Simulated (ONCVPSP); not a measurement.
Before and after: ONCV potential for Br

ONCVPSP 4.0.1 input, shortened (lines: element, Z, core and valence counts, functional; n l f; lmax; l rc ep ncon nbas qcut; lloc lpopt rc5 dvloc0; l nproj debl; icmod fcfact rcfact), PBE, scalar-relativistic:

```
  Br 35.00    3    5        4      upf
    1    0    2.00
    2    0    2.00
    2    1    6.00
    3    0    2.00
    3    1    6.00
    3    2   10.00
    4    0    2.00
    4    1    3.50
    2
    0    0.90    0.00    4    7   12.00
    1    1.10    0.00    3    7   10.10
    2    1.10    0.00    4    8   13.50
    4    5    0.65    4.00
    0    2    1.80
    1    2    3.30
    2    3    3.50
    0    0.00    0.00
```

Change: all radii scaled by about 1.22 (s 1.10, p 1.34, d 1.34 bohr); local potential polynomial inside 0.80 bohr (lpopt 5, dvloc0 4 Ha).

Cutoffs: the cutoffs (Ha) at which the residual kinetic energy of the hardest occupied pseudo-wave falls to 1 and 0.1 mHa per electron; they do not see the model core or the augmentation charge, which bear on the density cutoff. Errors are all-electron minus pseudo energies relative to the spin-unpolarised reference configuration.

Problem. Predict the effect on cutoff, ghosts and configuration errors.

Solution. The potential gets softer (82 Ha and 130 Ha → 69 Ha and 77 Ha); of the 4 tests that both files solve, the error grows in 4 and shrinks in 0 by more than 15 % and 0.3 meV (median size 2.7 → 3.3 meV); neither file shows a bound ghost. A larger radius leaves more room for a smooth pseudo-wave, so fewer plane waves are needed. More of the atom is replaced by a form fitted at one configuration, so other configurations suffer.

| quantity | base | changed |
| --- | --- | --- |
| cutoff, loose | 82 Ha | 69 Ha |
| cutoff, tight | 130 Ha | 77 Ha |
| loose cutoff by channel | s 61 Ha, p 48 Ha, d 82 Ha | s 46 Ha, p 42 Ha, d 69 Ha |
| bound ghosts | none | none |
| GHOST(+) flags under 300 eV | none | none |
| error for 3s2 3p6 3d10 4s2 4p5, meV [ΔE -22.59 eV] | +3.2 | +4.0 |
| error for 3s2 3p6 3d10 4s2 4p4, meV [ΔE -10.04 eV] | +1.5 | +1.9 |
| error for 3s2 3p6 3d10 4s2 4p3, meV [ΔE 12.73 eV] | -2.1 | -2.6 |
| error for 3s2 3p6 3d10 4s2 4p2, meV [ΔE 46.71 eV] | -8.4 | -12 |
